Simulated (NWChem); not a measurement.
System: BSiH5O; SMILES O(B)[SiH3]

NWChem input:

```
start job
memory heap 200 mb stack 900 mb global 1100 mb
geometry units angstroms noautoz
  B     -0.089332    -1.818789    -0.000129
  H     -1.314363    -1.840127     0.000024
  H      0.577378    -2.839452    -0.000624
  O      0.574916    -0.636123     0.000330
  Si     0.012280     0.970099    -0.000270
  H      0.555696     1.638195     1.226362
  H     -1.490693     0.994379     0.002894
  H      0.550412     1.635633    -1.230643
end
basis spherical
  B library aug-cc-pvdz
  H library aug-cc-pvdz
  O library aug-cc-pvdz
  Si library aug-cc-pvdz
end
dft
  xc xpbe96 cpbe96
  iterations 150
end
tddft
  nroots 6
  notriplet
end
task tddft energy
```

All runs use the structure optimised with PBE-D3(BJ)/def2-SVP.

Vertical excitations in the gas phase.

Question: Give the results of this calculation. (PBE/aug-cc-pVDZ, full TDDFT.) Quantities: lowest excitation, singlet (eV); oscillator strength of that lowest state; lowest state with f > 0.02, singlet (eV); oscillator strength of that bright state; orbital gap (eV).

Answer: The lowest excitation, singlet (eV) comes out as 5.40 and the oscillator strength of that lowest state is 0.000. The lowest state with f > 0.02, singlet (eV) is 6.55. The oscillator strength of that bright state comes out as 0.030. The orbital gap (eV) is 5.25.
